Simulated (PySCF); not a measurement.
This PySCF input asks for the NMR shieldings of `InChI=1S/F2H8Si4/c1-4-5-6(2)3/h6H,4-5H2,3H3/t6-/m1/s1`; the geometry comes from GFN2-xTB.

```python
import basis_set_exchange as bse
import numpy as np
from pyscf import gto, dft
from pyscf.prop import nmr

atoms = """
F    -1.839764    1.489873   -0.607536
Si   -2.568584    0.177096    0.010014
Si   -0.844848   -1.284457    0.464977
Si    1.154104   -0.672925   -0.567057
F     2.188348   -1.907263   -0.302697
Si    2.242348    1.265435    0.080409
H    -3.316278    0.732490    1.132773
H    -3.517658   -0.177590   -1.040199
H    -1.284526   -2.648232    0.119828
H    -0.663804   -1.358572    1.928729
H     1.023019   -0.796332   -2.026862
H     2.398706    1.329799    1.538608
H     3.583104    1.427552   -0.490266
H     1.445155    2.422654   -0.327600
"""
names = dict.fromkeys(["F", "Si", "H"], "pcSseg-1")
basis = {el: gto.basis.parse(bse.get_basis(n, elements=[el], fmt="nwchem")) for el, n in names.items()}
mol = gto.M(atom=atoms, basis=basis, charge=0, verbose=0)
mf = dft.RKS(mol, xc="PBE0")
mf.grids.level = 2
mf.grids.alignment = dft.numint.BLKSIZE   # the property module wants whole blocks of grid points
mf.conv_tol = 1e-9
mf.kernel()

calc = nmr.RKS(mf)   # GIAO
C = mf.mo_coeff
Co = C[:, mf.mo_occ > 0]
resp = mf.gen_response(singlet=True, hermi=2)
def vind(x):   # induced exchange potential for any number of trial vectors
    d = np.einsum("pi,xij,qj->xpq", C, 2 * x.reshape(-1, C.shape[1], Co.shape[1]), Co, optimize=True)
    return np.einsum("xpq,pi,qj->xij", resp(d - d.transpose(0, 2, 1)), C, Co, optimize=True).ravel()
mo1, _ = nmr.rhf.solve_mo1(calc, with_cphf=vind)
sigma = calc.kernel(mo1)
for i, s in enumerate(sigma):   # ppm
    print("%2d %-2s %9.2f" % (i, mol.atom_pure_symbol(i), np.trace(s) / 3))
```

Problem. Give the expected output.

Solution. 
```
 0 F     429.43
 1 Si    334.32
 2 Si    471.54
 3 Si    317.02
 4 F     433.75
 5 Si    461.44
 6 H      26.02
 7 H      26.05
 8 H      28.03
 9 H      28.01
10 H      25.25
11 H      28.02
12 H      27.88
13 H      28.32
```

These numbers come from an equivalent density-fitted implementation of the same equations, which agrees with the script to about 0.01 ppm for H and up to a few tenths of a ppm for heavy atoms, so last digits may differ.

Problem. Turn these shieldings into chemical shifts. Chemical shifts δ = σref − σ; ¹⁹F (σref 170.95) vs CFCl3; TMS for ²⁹Si (σref 349.16) and ¹H (σref 31.72), all at this level.

Solution. Averaging equivalent atoms: F 0: -258.5; F 4: -262.8; Si 3: 32.1; Si 1: 14.8; Si 5: -112.3; Si 2: -122.4; H 10: 6.47; H 6: 5.70; H 7: 5.67; H 9: 3.70; H 8: 3.68; H 11/12/13: 3.64 ppm. Unscaled 19F shifts against computed CFCl3 carry errors that often reach 10 to 50 ppm.

Size and cost of the density-fitted run: 170 basis functions, 40 s wall time on 1 thread of an Arm Neoverse N1, shared host; peak memory 0.76 GiB.
